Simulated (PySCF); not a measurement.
CH₆AlFGe, SMILES [CH3][Al]([F])[GeH3]. Heavy atoms are numbered as in [Al:1]([F:2])([GeH3:3])[CH3:7]. Hydrogens are named by the atom that carries them.

Geometry: PBE0-D3(BJ)/def2-SVP. The structure was generated by enumeration; whether it is a known compound was not checked.

Calculation: PBE0/pcSseg-1 (PySCF).

GIAO shieldings, no solvent; atoms alike by connectivity are averaged. δ = σ(ref) − σ: ¹⁹F against CFCl3 (σ = 167.2 ppm); ⁷³Ge against GeH4 (σ = 1658.3 ppm); ¹H against TMS (σ = 31.56 ppm); ¹³C against TMS (σ = 186.3 ppm), references at their B3LYP-D3(BJ)/def2-TZVP geometries, non-relativistic.

Computed chemical shifts:
| nucleus | atoms | count | δ (ppm) |
|---|---|---|---|
| ¹⁹F | F2 | 1 | -112.7 |
| ⁷³Ge | Ge3 (GeH3) | 1 | -96.8 |
| ¹H | H on Ge3 | 3 | 3.39 |
| ¹H | H on C7 | 3 | 0.22 |
| ¹³C | C7 (CH3) | 1 | -2.4 |
